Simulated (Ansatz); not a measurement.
C2H3FGe, SMILES `C#[C][GeH2][F]`. Charge 0, multiplicity 1.

```xyz
7

C    -0.6642    1.8883    0.2590
C    -0.2540    0.7673    0.0973
Ge    0.4297   -0.9741   -0.1775
F    -0.7470   -2.0813    0.4604
H    -1.0344    2.8774    0.4060
H     0.5562   -1.2849   -1.6701
H     1.7137   -1.1927    0.6249
```

(1) List the harmonic frequencies (cm⁻¹, unscaled) at PBE0-D4/def2-TZVP in Ansatz. (An estimate is asked.)

(2) Is this a minimum?

(3) Give the ideal-gas thermochemistry at 298.15 K and 1 bar (rigid rotor, harmonic oscillator; point group Cs, symmetry number 1).

(4) Rotational constants (cm⁻¹)?

Results:

(1) The calculation gave: 131, 213, 319, 531, 574, 668, 703, 729, 748, 802, 867, 2169, 2199, 2202, 3465.

(2) Yes, all 15 modes are real.

(3) Zero-point energy 97.6 kJ/mol; H(298) − E = 114.3 kJ/mol; entropy 313.0 J/(mol·K), of which translation 168.4, rotation 107.4, vibration 37.2; G(298) − E = 20.9 kJ/mol.

(4) 0.4058, 0.1005, 0.08322.
